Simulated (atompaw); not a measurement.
**Pseudopotential generation for gold (Au): PAW (atompaw), PBE, scalar-relativistic.**

- Element: Au (Z = 79)
- Generator: atompaw 4.2.0.5
- Type: PAW
- Functional: PBE
- Relativity: scalar-relativistic
- Frozen core: [Kr] 4d10 4f14
- Valence charge: 19
- Reference configuration: 5s2 5p6 5d10 6s1 6p0
- Partial waves: 5s (bound): rc 1.15 bohr; 6s (bound): rc 1.35 bohr; 5p (bound): rc 1.25 bohr; 6p (bound, empty): rc 2.05 bohr; 5d (bound): rc 2.05 bohr; 5d channel at 3.1 Ry: rc 2.05 bohr
- Local potential: troulliermartins scheme with l = 3 at 0 Ry, radius 1.65 bohr
- Core correction: smooth core density matched at 1.65 bohr
- Augmentation charge: sinc compensation charge, radius 1.75 bohr; PAW radius 2.05 bohr; waves and projectors: custom rrkj gramschmidtortho

All-electron outer shells of the reference configuration (PBE, scalar-relativistic, ld1.x):

```
shell  level (eV)  outermost node (bohr)  outermost maximum (bohr)
   4d     -325.90                   0.20                      0.41
   5s     -108.37                   0.48                      0.84
   4f      -81.12                      –                      0.37
   5p      -59.78                   0.52                      0.96
   5d       -6.88                   0.56                      1.21
   6s       -5.76                   1.11                      2.32
   6p       -0.77                   1.32                      3.64
```

Task: Does this generation succeed?

Result: No. atompaw 4.2.0.5 stopped with "atompaw: The overlap operator has at least one negative eigenvalue!": the overlap operator built from these waves and projectors is not positive definite.
